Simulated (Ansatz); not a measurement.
Cost and result for the atomization energy of C$_{2}$H$_{4}$AlBS (9 atoms, 10 bonds).

```xyz
9

C    -1.4030    0.2939   -0.9355
Al   -0.0978    0.0071    0.4560
B     2.1356   -0.4193    0.4088
C     1.4475   -0.3206    1.5596
S     0.0842   -0.0876    2.6408
H    -0.9490    0.2537   -1.9263
H    -1.8778    1.2692   -0.8046
H    -2.1832   -0.4686   -0.8748
H     2.8435   -0.5278   -0.5239
```

Charge 0, multiplicity 1. The bonds changed during the relaxation, so this is another structure than the one it started from. The geometry is a stationary point of PBE0-D4/def2-TZVP. Program: Ansatz. All runs use 2 threads of an AMD EPYC 7R43 on a shared host. Times are those of one run each, without the atoms' runs, and a repeat can differ threefold. Electronic energies, without spin–orbit coupling; frozen cores. CCSD(T)/CBS adds CCSD(T) − MP2 in def2-TZVPP to the MP2 limit, and its time is that of the two runs behind it. T1 = 0.014. HSE06 is the plane-wave form, built on full-range PBE exchange.

CCSD(T)/CBS is a level of theory with its own doubt, some kJ/mol a heavy atom from the limit and from the frozen cores, so smaller differences don't rank the functionals.

| level | functions | wall time | atomization (kJ/mol) | difference from CCSD(T)/CBS | per bond |
| --- | --- | --- | --- | --- | --- |
| revPBE-D4/def2-TZVPP | 233 | 6.5 s | 3334.9 | 18.5 | 1.9 |
| BLYP-D4/def2-TZVPP | 233 | 7 s | 3304.7 | -11.7 | -1.2 |
| CCSD(T)/def2-SVP | 98 | 7.5 s | 3126.7 | -189.7 | -19.0 |
| PBE-D4/def2-TZVPP (with forces) | 233 | 8 s | 3426.0 | 109.6 | 11.0 |
| HSE06-D4/def2-TZVPP | 233 | 8.5 s | 3367.0 | 50.6 | 5.1 |
| CAM-B3LYP-D4/def2-TZVPP | 233 | 11 s | 3310.4 | -6.0 | -0.6 |
| r2SCANh-D4/def2-TZVPP | 233 | 13 s | 3350.4 | 34.0 | 3.4 |
| B2PLYP/def2-TZVPP | 233 | 18 s | 3287.2 | -29.2 | -2.9 |
| ωB97X-V/def2-TZVPP | 233 | 22 s | 3325.1 | 8.7 | 0.9 |
| B97M-V/def2-TZVPP | 233 | 23 s | 3373.8 | 57.4 | 5.7 |
| MP2/def2-QZVPP | 431 | 63 s | 3377.3 | 60.9 | 6.1 |
| CCSD(T)/def2-TZVPP | 233 | 3.1 min | 3223.6 | -92.8 | -9.3 |
| CCSD(T)/CBS(def2) | – | 4.2 min | 3316.4 | 0.0 | 0.0 |

Leaving LDA and LC-ωPBE aside and taking each functional with its dispersion term where it has one, the values, not all of them listed here, spread over 214.6 kJ/mol, from BHLYP-D4 to PBE-D4. LDA lies +424.9 kJ/mol from PBE without D4, its usual overbinding. From PBE to PBE0 (25 % exact exchange), in def2-TZVPP and without D4, the atomization energy moves by −59.4 kJ/mol: exact exchange takes away binding that semilocal exchange gives to molecules. In def2-TZVPP, CCSD(T) changes the Hartree–Fock value by +818.5 kJ/mol (the triples alone add +72.0 kJ/mol) and MP2 by +917.5 kJ/mol; breaking electron pairs costs correlation energy, which Hartree–Fock lacks.
